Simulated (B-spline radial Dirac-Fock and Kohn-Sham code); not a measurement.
## Dipole and non-dipole photoemission parameters of Ni⁴⁺ 3s

System: Ni⁴⁺ in the configuration [Ar] 3d6; threshold 184.2 eV (orbital energy of the model). Calculated with a radial atomic solver, using Dirac-Hartree-Slater photoionisation with a Latter tail; cross sections with all multipoles, angular parameters from the dipole term and its interference with E2.

Input file task.json (cfg lists n, l and occupation; rrms is the nuclear radius in fm):

```json
{"items": [{
  "Z": 28,
  "q": 4,
  "cfg": [[1, 0, 2], [2, 0, 2], [2, 1, 6], [3, 0, 2], [3, 1, 6], [3, 2, 6]],
  "A": 58,
  "rrms": 3.7757,
  "do": "xps",
  "hv": [98.8, 113.0, 168.0, 200, 246.0, 268.0, 282.0, 300, 400, 468.0, 531.0, 568.0, 762.0, 800, 1130.0, 1253.6, 1390.0, 1670.0, 1980.0, 2984.4, 3160.0, 3690.0, 4100.0, 4320.0, 6000, 6280.0, 6450.0, 9330.0, 15000]
}]}
```

Launch: `python xray2_run.py task.json out`

For linearly polarised light dσ/dΩ = σ/(4π) [1 + β P₂(cos θ) + (δ + γ cos²θ) sin θ cos φ], with θ from the polarisation vector and φ the angle between the beam and the projection of the electron momentum on the plane normal to the polarisation.

| hν (eV) | σ (kb) | β | γ |
| --- | --- | --- | --- |
| 200 | 258 | 1.998 | 0.311 |
| 246 | 213 | 1.998 | 0.304 |
| 268 | 192 | 1.999 | 0.289 |
| 282 | 180 | 1.999 | 0.273 |
| 300 | 168 | 1.999 | 0.258 |
| 400 | 115 | 1.999 | 0.170 |
| 468 | 91.0 | 1.999 | 0.118 |
| 531 | 75.1 | 1.999 | 0.076 |
| 568 | 67.6 | 1.999 | 0.055 |
| 762 | 42.0 | 1.999 | -0.020 |
| 800 | 38.7 | 1.999 | -0.029 |
| 1130 | 21.1 | 1.999 | -0.062 |
| 1253.6 | 17.4 | 1.999 | -0.058 |
| 1390 | 14.3 | 1.999 | -0.047 |
| 1670 | 10.1 | 1.999 | -0.011 |
| 1980 | 7.23 | 1.999 | 0.044 |
| 2984.4 | 3.12 | 1.999 | 0.255 |
| 3160 | 2.77 | 1.999 | 0.293 |
| 3690 | 1.98 | 1.999 | 0.409 |
| 4100 | 1.58 | 1.999 | 0.496 |
| 4320 | 1.40 | 1.999 | 0.542 |
| 6000 | 0.667 | 1.999 | 0.867 |
| 6280 | 0.600 | 1.999 | 0.918 |
| 6450 | ? | ? | ? |
| 9330 | 0.233 | 1.999 | 1.414 |
| 15000 | 0.0700 | 1.998 | 2.140 |

**Question.** Give the values at 6450 eV.

**Answer.** σ = 0.564 kb, β = 1.999, γ = 0.948. For an s subshell δ is negligible.
